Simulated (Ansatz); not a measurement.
Other settings, tried on Cd₂S₂ (the lowest singlet isomer of a short search).

```yaml
crystal:
  periodic: [false, false, false]
  atoms:
    - {symbol: Cd, position_ang: [0.564962, 1.881585, -1.211527]}
    - {symbol: Cd, position_ang: [-0.566416, -1.881448, 1.211217]}
    - {symbol: S, position_ang: [0.152406, 0.589140, 0.986085]}
    - {symbol: S, position_ang: [-0.150952, -0.589277, -0.985764]}
basis:
  gaussian: {orbitals: def2-SVP}
magnetization: {spin_polarized: true, initial_magnetization: 0}
hamiltonian: {xc: {name: B3LYP5}, pseudopotentials: {relativity: scalar}}
scf: {omitted_lower_state_checks: [starts]}
output: {forces: true}
```

```sh
$ ansatz run in.yaml --threads 2 --pin off --events-out ev --progress --plain --max-ram 4352MiB
```

It prints (some lines left out):

```
Functional definition: B3LYP5
974 factors; integrals over basis functions are off by at most 6.3e-4 eV
mean field evaluation 1: about -30839.4641 eV, gradient 1.6e1 eV
mean field evaluation 2: about -30824.4000 eV, gradient 4.3e1 eV
mean field evaluation 4: about -30841.0273 eV, gradient 3.0e0 eV
mean field evaluation 8: about -30841.2119 eV, gradient 2.5e-1 eV
mean field evaluation 16: about -30841.2123 eV, gradient 7.7e-5 eV
mean field -30841.21225520 eV, -1133.3936454543 hartree, gradient 2.4e-6 eV, S^2 0.000000; 0 other end points of the search recorded, 0 dependent functions left out
reference -30841.21247835 eV, -1133.3936536548 hartree; 36, 36 occupied and 62, 62 virtual orbitals, 974 factors
Total energy: -30841.21247835 eV, -1133.3936536548 hartree
Relativity: scalar
Atom 0 at     0.564962     1.881585    -1.211527 Å, force     0.082252     0.273361    -0.175384 eV/Å
Atom 1 at    -0.566416    -1.881448     1.211217 Å, force    -0.081761    -0.272141     0.176086 eV/Å
Atom 2 at     0.152406     0.589140     0.986085 Å, force     0.037474     0.145945     0.245298 eV/Å
Atom 3 at    -0.150952    -0.589277    -0.985764 Å, force    -0.037964    -0.147165    -0.246000 eV/Å
Dipole moment:    -0.001037     0.000234    -0.000305 e Å
Checks for a lower state left out: starts
```

Hardware: 2 threads of Arm Neoverse V1 on a shared host. Wall time 8 s.

In the def2 sets Cd takes a core potential; there is no spin–orbit coupling.
